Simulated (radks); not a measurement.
Isoelectronic series with 40 electrons, each ion in its NIST ground configuration. Method: scalar-relativistic Kohn-Sham, PBE, spin-polarised, spherical densities, finite nucleus; open shells are filled with parallel spins first (spin-orbit coupling, left out, can overturn this in heavy ions); Fermi nuclear charge, rms radius of each element as measured or else 0.836 A^(1/3) + 0.57 fm; computed with a radial shooting solver on a logarithmic mesh with Libxc functionals. Total energies (hartree) and mean radii <r> (bohr) (* marks an orbital that is empty in some or all of the ions):

ion    configuration  E (hartree)  4d down*   4d up  4p down   4p up
Zr      [Kr] 4d2 5s2  -3598.51063     2.378   2.259    1.366   1.372
Rh5+        [Kr] 4d4  -4777.96295     1.260   1.251    1.037   1.039
Sn10+       [Kr] 4d4  -6145.43122    0.9160  0.9126   0.8285  0.8284
Cs15+       [Kr] 4d4   -7704.9174    0.7332  0.7313   0.6917  0.6911
Nd20+       [Kr] 4d4   -9462.0093    0.6151  0.6138   0.5944  0.5937
Tb25+       [Kr] 4d4  -11423.4973    0.5312  0.5303   0.5211  0.5205
Yb30+       [Kr] 4d4  -13597.4424    0.4680  0.4674   0.4637  0.4632
Re35+       [Kr] 4d4  -15993.6226    0.4185  0.4180   0.4175  0.4170
